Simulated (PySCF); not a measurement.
Computed IR spectrum (relative IR intensity) of a molecule C4H12NSi, multiplicity 2. The structure is a stationary point at PBE0-D3(BJ)/def2-SVP. One conformer was computed; it need not be the lowest. These are PBE0-D3(BJ)/def2-SVP run with PySCF values and carry that method's errors. Frequencies are harmonic and unscaled.

```csv
ν (cm⁻¹),relative intensity
489,2.8
639,2.4
717,15
730,19
788,2.4
906,48
940,10
1087,2.3
1105,3.8
1111,15
1144,4.7
1213,42
1242,28
1297,2.7
1337,22
1369,12
1397,16
1419,15
1460,11
1475,2.2
2158,60
2186,100
2995,37
3024,36
3038,13
3055,9.8
3057,6.0
3104,4.6
3150,10
3153,11
3156,11
3165,8.3
```

Problem. Which structure fits?
A) CCN([SiH2])CC
B) CC(C)(C)N[SiH2]
C) CN(C)[Si](C)C
D) C[N][Si](C)(C)C

Solution. A, CCN([SiH2])CC
